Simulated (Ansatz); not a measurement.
`C[CH]([AlH2])[GeH3]` + `CCSS` → `CCSSC` + `[AlH2][CH2][GeH3]`  (substitution at a C–C bond)

Calculated with Ansatz (gas phase, PBE0-D4/def2-TZVP geometries, no zero-point term in ΔE). CCSD(T)/CBS is the MP2 limit (def2-TZVPP, def2-QZVPP) plus CCSD(T) − MP2 in def2-TZVPP, frozen cores. Functionals use def2-TZVPP. B3LYP here is the variant with VWN-RPA as its local correlation; programs differ in this. For Ge outer-core shells are correlated without core-valence functions, which leaves a few kJ/mol of doubt a bond. Scalar relativity is left out up to krypton. One conformer a species, not always the lowest.

`C[CH]([AlH2])[GeH3]`:

Cartesian coordinates in Å:
```
C 0.621 0.034 -1.452
C 0.012 -0.497 -0.148
Al -1.926 -0.316 0.004
Ge 0.853 0.377 1.401
H 0.240 -0.502 -2.326
H 1.712 -0.056 -1.471
H 0.383 1.091 -1.604
H 0.258 -1.558 -0.008
H -2.716 -1.150 1.102
H -2.699 0.691 -0.953
H 2.388 0.317 1.268
H 0.431 -0.294 2.722
H 0.442 1.864 1.466
```

`CCSS`:

```xyz
10

C    -1.113    0.017   -0.064
C     0.095   -0.784   -0.493
S     1.510   -0.663    0.634
S     2.114    1.272    0.425
H    -1.936   -0.126   -0.769
H    -1.453   -0.284    0.929
H    -0.879    1.083   -0.039
H    -0.121   -1.857   -0.503
H     0.431   -0.507   -1.494
H     1.352    1.848    1.376
```

`CCSSC`:

```xyz
13

C     0.047   -1.096    1.772
C    -0.903   -0.751    0.648
S    -1.087    1.032    0.353
S     0.754    1.613   -0.268
C     0.704    1.305   -2.046
H     1.048   -0.717    1.557
H    -0.288   -0.659    2.715
H     0.114   -2.181    1.897
H    -1.925   -1.075    0.873
H    -0.613   -1.230   -0.289
H     1.658    1.658   -2.445
H    -0.110    1.862   -2.507
H     0.602    0.241   -2.260
```

`[AlH2][CH2][GeH3]`:

Cartesian coordinates in Å:
```
Al -1.537 0.984 0.023
C 0.301 0.598 -0.480
Ge 0.975 -1.085 0.263
H -2.733 0.460 -0.881
H -1.842 1.794 1.355
H 0.976 1.385 -0.130
H 0.401 0.520 -1.567
H 0.104 -2.265 -0.211
H 0.926 -1.046 1.802
H 2.429 -1.345 -0.173
```

Task: Is it downhill or uphill in electronic energy at CCSD(T)/CBS, and by how much? (Estimate.)

Result: Ansatz gave: Downhill: ΔE = -21.8 kJ/mol.

Task: What do these levels give: PBE0-D4, B3LYP-D4, ωB97X-V, ωB97M-V, B2PLYP, B3LYP, MP2/def2-TZVPP, SCS-MP2/def2-TZVPP, CCSD(T)/def2-TZVPP, MP2/def2-QZVPP, MP2/CBS(def2), CCSD/CBS(def2)? (Best estimate.)

Result: The calculation gave: PBE0-D4 -24.0, B3LYP-D4 -24.5, ωB97X-V -23.2, ωB97M-V -22.7, B2PLYP -25.6, B3LYP -26.3, MP2/def2-TZVPP -23.2, SCS-MP2/def2-TZVPP -22.6, CCSD(T)/def2-TZVPP -20.6, MP2/def2-QZVPP -24.0, MP2/CBS(def2) -24.4, CCSD/CBS(def2) -21.2 kJ/mol.

Largest T1 diagnostic among the species: 0.011.
